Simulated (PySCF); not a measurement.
## Two-component Hartree-Fock for As+ (arsenic, charge +1)

Start: [Ar] 3d10 4s1 4p2 4d1; 4s1/2 filled at m_j = +1/2; 4p3/2 filled at m_j = +1/2, +3/2; 4d5/2 filled at m_j = +5/2. Calculated with PySCF 2.14 in x2c-SVPall-2c with one added diffuse shell each of s, p, d type (6s7p4d, 47 functions): generalised Hartree-Fock with the X2C-1e Hamiltonian and a Gaussian nucleus; one run each with spin-orbit coupling (SO) switched off, then screened by Boettger's factors. This is a chosen level, not necessarily the ground level.

```tsv
spinor shell	electrons	ε, spin-free (eV)	ε, screened SO (eV)	weight of nominal j (screened SO)	rms radius, screened SO (bohr)
1s1/2	2	-11955.3	-11955.2	1.000	0.0525
2s1/2	2	-1586.2	-1586.2	1.000	0.219
2p1/2	2	-1388.3	-1413.5	1.000	0.194
2p3/2	4	-1388.3	-1376.3	1.000	0.197
3s1/2	2	-239.95	-239.99	1.000	0.640
3p1/2	2	-176.45	-180.11	0.996	0.660
3p3/2	4	-176.45	-174.75	0.998	0.670
3d3/2	4	-71.326	-71.837	0.937	0.746
4s1/2	1	-34.807	-34.818	0.999	1.99
4p3/2	2	-22.524	-22.478	0.816	2.38
4d5/2	1	-8.070	-8.074	1.000	3.79
```

Question: Where does 3d5/2 lie, and what is the 3d spin-orbit splitting (screened SO)?

Answer: At -71.057 eV, 0.781 eV above 3d3/2.

| quantity | spin-free | screened SO |
| --- | --- | --- |
| E (hartree) | -2257.66036 | -2257.73257 |
| M_J | 5 | 5 |
| ⟨J²⟩ | 30.007 | 30.007 |
| ⟨L²⟩ | 12.006 | 12.020 |
| ⟨S²⟩ | 6.001 | 5.997 |

Each row is a mean over spinors that exchange with the open shell spreads, by up to 1.122 eV (3s1/2).

Rows whose weight is well below 1 are mixtures of j = l ± 1/2: exchange outweighs spin-orbit coupling there, and the label is only the starting occupation.

Without spin-orbit coupling the j labels of p, d and f shells carry no meaning; the spin-free column gives the mean over the occupied spinors of each nl shell.
